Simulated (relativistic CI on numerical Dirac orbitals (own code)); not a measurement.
## Radial parameters of Kr²⁹⁺

Method of calculation: Dirac-Coulomb-Breit CI, KLI orbitals optimised for each configuration, model QED, unscaled Slater integrals (own radial code, finite nucleus).

Slater integrals F^k, G^k are unscaled and averaged over j, outside the closed core 1s2; ζ comes from projecting the Hamiltonian with its Breit term on Σ l·s of the shell.

- 2s2 2p3: F^2(2p,2p) = 634010, ζ(2p) = 314760 cm⁻¹; <r>(2p) = 0.1503, <r^2>(2p) = 0.02736 (bohr units).
- 2s 2p4: F^2(2p,2p) = 632530, G^1(2s,2p) = 676890, ζ(2p) = 312630 cm⁻¹; <r>(2s) = 0.1746, <r^2>(2s) = 0.03577, <r>(2p) = 0.1507, <r^2>(2p) = 0.02748 (bohr units).
- 2p5: ζ(2p) = 310560 cm⁻¹; <r>(2p) = 0.1511, <r^2>(2p) = 0.02765 (bohr units).

Averages of the first 10 configurations, taken without configuration mixing, which lowers the lowest level and can move excited configurations by several eV; other configurations of the list can lie among them:

```tsv
Configuration	Parity	States	Average energy above the lowest level (eV)
2s2 2p3	odd	20	62.2
2s 2p4	even	30	240.1
2p5	odd	6	445.2
2p4 3s	even	30	2310.1
2p4 3p	odd	90	2359.7
2p4 3d	even	150	2412.5
2s2 2p2 3s	even	30	1963.2
2s2 2p2 3p	odd	90	2016.8
2s2 2p2 3d	even	150	2070.0
2s 2p3 3s	odd	80	2122.9
```
